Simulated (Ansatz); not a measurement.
TeO₂F₂. Charge 0, multiplicity 1. Geometry B3LYP-D4/def2-SVP, basis def2-TZVP, Ansatz.

```csv
atom,x (Å),y (Å),z (Å)
Te1,0.1965,0.0866,0.0784
O2,1.6571,-0.9052,-0.2978
O3,0.0268,1.6472,0.9696
F4,-1.1064,-1.1075,0.8072
F5,-0.7741,0.2788,-1.5573
```

```
run  HOMO (eV)  LUMO (eV)
  A      -8.63      -5.83
  B      -9.05      -5.72
  C      -9.08      -5.48
  D      -9.70      -5.36
  E     -10.38      -4.87
  F     -12.07      -3.79
```

In the def2 sets Te takes a core potential; there is no spin–orbit coupling.

The runs used B97M-V, BHLYP, PBE, PBE0, r2SCAN, r2SCANh. Estimate which is which.

A PBE (0 % exact exchange); B r2SCAN (0 % exact exchange); C B97M-V (0 % exact exchange); D r2SCANh (10 % exact exchange); E PBE0 (25 % exact exchange); F BHLYP (50 % exact exchange). Exact exchange lowers occupied and raises empty levels; among semilocal functionals meta-GGAs tend to open the gap a little, and such runs are hard to tell apart. The gap grows from 2.80 eV (PBE) to 8.27 eV (BHLYP).
